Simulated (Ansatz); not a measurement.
Isolated molecules relaxed with PBE0-D4/def2-TZVP in Ansatz; ΔE leaves out vibrations. CCSD(T)/CBS adds triple-zeta CCSD(T) − MP2 to the extrapolated MP2 energy (def2 sets, frozen cores). This one scheme is used for every species. DFT in def2-TZVPP. HSE06 is defined as in plane-wave codes. def2 core potentials past Kr. For Sn outer-core shells are correlated without core-valence functions, which leaves a few kJ/mol of doubt a bond.

Reaction (hydrogenolysis of the Sn–B bond): `[BH2][SnH2][CH3]` + H₂ → `[CH3][SnH3]` + BH₃

| level | ΔE (kcal/mol) | difference from CCSD(T)/CBS |
| --- | --- | --- |
| LDA (SPW92) | -5.2 | 0.8 |
| revPBE-D4 | -4.8 | 1.2 |
| BLYP-D4 | -6.4 | -0.4 |
| r2SCAN0-D4 | -7.2 | -1.2 |
| revPBE | -6.1 | -0.1 |
| HSE06 | -7.2 | -1.2 |
| CAM-B3LYP | -9.8 | -3.8 |
| CCSD(T)/def2-SVP | -9.2 | -3.2 |
| MP2/def2-TZVPP | -6.5 | -0.5 |
| CCSD/def2-TZVPP | -8.1 | -2.1 |
| CCSD(T)/CBS | -6.0 | 0 |

Largest T1 diagnostic among the species: 0.012.

Leaving LDA and LC-ωPBE aside and taking each functional with its dispersion term where it has one, the values, not all of them listed here, spread over 4.5 kcal/mol, from B97M-V to revPBE-D4. From r2SCAN to r2SCAN0 (25 % exact exchange), in def2-TZVPP and without D4, ΔE moves by −1.0 kcal/mol.
